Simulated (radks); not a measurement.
Results of a calculation; reference values are marked as such.
Q: All-electron atom: Tc IV in [Kr] 4d4. Code: a radial shooting solver on a logarithmic mesh with Libxc functionals. Model: Dirac Kohn-Sham, BLYP, spin-unpolarised, spherical densities, point nucleus; open shells fill j = l - 1/2 first. Some entries of the table are withheld. Estimate them.

orbital,occ.,eigenvalue (hartree),<r> (bohr),r(max) (bohr)
1s1/2,2,-767.8005,0.03428,0.02228
2s1/2,2,-110.4891,0.1493,0.1263
2p1/2,2,-101.9836,0.1271,0.09812
2p3/2,4,-97.63527,0.1318,0.1020
3s1/2,2,-20.16483,0.4153,0.3725
3p1/2,2,-16.89713,0.4091,0.3594
3p3/2,4,-16.16987,0.4197,0.3688
3d3/2,4,(1),0.3970,(2)
3d5/2,6,(3),0.4004,(4)
4s1/2,2,-3.79795,1.051,0.9470
4p1/2,2,(5),1.138,1.002
4p3/2,4,(6),1.167,1.026
4d3/2,4,-1.29168,(7),(8)
4d5/2,0,-1.27897,(9),(10)

A: 
(1) 3d3/2 eigenvalue (hartree): -10.38648
(2) 3d3/2 r(max) (bohr): 0.3096
(3) 3d5/2 eigenvalue (hartree): -10.24664
(4) 3d5/2 r(max) (bohr): 0.3124
(5) 4p1/2 eigenvalue (hartree): -2.83468
(6) 4p3/2 eigenvalue (hartree): -2.72314
(7) 4d3/2 <r> (bohr): 1.520
(8) 4d3/2 r(max) (bohr): 1.230
(9) 4d5/2 <r> (bohr): 1.533
(10) 4d5/2 r(max) (bohr): 1.240
